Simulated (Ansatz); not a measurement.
Reaction (hydrogenolysis of a B–F bond): `FB(F)C[SiH3]` + H₂ → `FBC[SiH3]` + H–F

Isolated molecules relaxed with PBE0-D4/def2-TZVP in Ansatz; ΔE leaves out vibrations. CCSD(T)/CBS adds triple-zeta CCSD(T) − MP2 to the extrapolated MP2 energy (def2 sets, frozen cores). This one scheme is used for every species. Functionals use def2-TZVPP. B3LYP here is the variant with VWN-RPA as its local correlation; programs differ in this. Each species was taken in one conformer, which may not be the lowest.

`FB(F)C[SiH3]`:

Z-matrix (Å, degrees):
```
C
Si 1 1.887
B 1 1.546 2 112.5
H 1 1.093 2 106.7 3 121.8
H 1 1.093 2 106.6 3 -121.7
H 2 1.486 1 110.2 3 -60.0
H 2 1.486 1 109.5 3 -179.9
H 2 1.486 1 110.2 3 60.2
F 3 1.324 1 122.0 2 89.5
F 3 1.324 1 122.0 2 -88.7
```

H₂:

Cartesian coordinates in Å:
```
H -0.114 -0.175 0.309
H 0.114 0.175 -0.309
```

`FBC[SiH3]`:

Z-matrix (Å, degrees):
```
C
B 1 1.543
Si 1 1.888 2 110.7
H 1 1.094 2 112.5 3 -119.3
H 1 1.094 2 111.4 3 117.0
F 2 1.328 1 119.8 3 93.6
H 2 1.201 1 123.7 3 -84.0
H 3 1.486 1 109.6 2 178.4
H 3 1.487 1 110.4 2 58.6
H 3 1.486 1 110.4 2 -61.6
```

H–F:

Cartesian coordinates in Å:
```
F -0.185 0.412 -0.090
H 0.185 -0.412 0.090
```

| level | ΔE (eV) |
| --- | --- |
| PBE0 | 1.39 |
| B3LYP | 1.44 |
| MP2/def2-TZVPP | 1.43 |
| HF/def2-QZVPP | 1.44 |

Question: What does CCSD(T)/CBS give? (Best estimate.)

Answer: The calculation gave: +1.39 eV. The listed levels differ from it by 0.00, 0.05, 0.04, 0.05 eV.

Largest T1 diagnostic among the species: 0.012.
